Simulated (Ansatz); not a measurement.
Species: sum formula H$_{6}$SiN$_{2}$O$_{2}$, net charge 0, singlet state. 
Geometry from a B3LYP-D3(BJ)/def2-TZVP (Ansatz, an electronic-structure program) optimisation:
```
Si
O 1 1.6454
H 2 0.9603 1 115.57
O 1 1.6557 2 102.79 3 -17.42
H 4 0.9598 1 116.94 2 177.90
N 1 1.6988 2 104.51 3 -143.06
H 6 1.0050 1 122.77 2 -166.76
H 6 1.0056 7 113.13 1 162.86
N 1 1.7111 2 119.43 3 99.48
H 9 1.0077 1 120.24 2 -76.14
H 9 1.0079 10 111.21 1 -147.44
```

Basis-set convergence of Hartree-Fock and CCSD(T) correlation energies (hartree) with Ansatz. Cores are frozen in the correlated levels unless marked. Spin-orbit coupling is left out. Non-relativistic.

| basis | functions | E(HF) | E(corr, CCSD(T)) | rough core time |
|---|---|---|---|---|
| cc-pV(D+d)Z | 109 | -551.24472 | -0.86342 | under 20 s |
| cc-pV(T+d)Z | 243 | … | … | 4 min |

Some entries are withheld; supply them.


- cc-pV(T+d)Z, E(HF): -551.37117
- cc-pV(T+d)Z, E(corr, CCSD(T)): -1.09188
